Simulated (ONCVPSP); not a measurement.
**u(r) = r·R(r): atom against pseudo-atom (nickel (Ni))**

Columns: radius, all-electron u(r) and pseudo u(r) of the 3p shell (level -70.71 eV) of nickel in the configuration [Ne] 3s2 3p6 3d8 4s2; PBE, non-relativistic, ONCV scheme, ONCVPSP 4.0.1.

| r (bohr) | all-electron | pseudo |
| --- | --- | --- |
| 0.070 | -0.4460 | 0.0406 |
| 0.140 | -0.6341 | 0.1558 |
| 0.210 | -0.3864 | 0.3273 |
| 0.280 | 0.0435 | 0.5296 |
| 0.350 | 0.4699 | 0.7347 |
| 0.420 | 0.8087 | 0.9173 |
| 0.490 | 1.0387 | 1.0592 |
| 0.560 | 1.1685 | 1.1510 |
| 0.630 | 1.2174 | 1.1914 |
| 0.700 | 1.2076 | 1.1859 |
| 0.770 | 1.1584 | 1.1444 |
| 0.840 | 1.0848 | 1.0773 |
| 0.910 | 0.9982 | 0.9948 |
| 0.980 | 0.9063 | 0.9051 |
| 1.050 | 0.8146 | 0.8143 |
| 1.120 | 0.7262 | 0.7262 |
| 1.190 | 0.6433 | 0.6433 |
| 1.260 | 0.5669 | 0.5669 |
| 1.330 | 0.4975 | 0.4975 |
| 1.400 | 0.4351 | 0.4351 |
| 1.470 | 0.3794 | 0.3794 |
| 1.540 | 0.3300 | 0.3300 |
| 1.610 | 0.2865 | 0.2865 |
| 1.680 | 0.2483 | 0.2483 |
| 1.750 | 0.2148 | 0.2148 |
| 1.820 | 0.1857 | 0.1857 |

Problem. How many radial nodes do the two functions have?

Solution. The all-electron 3p function has n − l − 1 = 1; the pseudo-wave has 0, since the states of the same l below it are removed with the core.

Problem. At about which radius was the pseudo-wave matched?

Solution. 1.20 bohr. The columns agree to 0.0005 from 1.05 bohr on; several derivatives are matched, so the curves merge somewhat inside the radius.

Problem. Is the pseudo-wave norm-conserving?

Solution. Yes: the ONCV scheme keeps the norm inside the radius equal to the all-electron one, which fixes the energy derivative of the logarithmic derivative at the level.
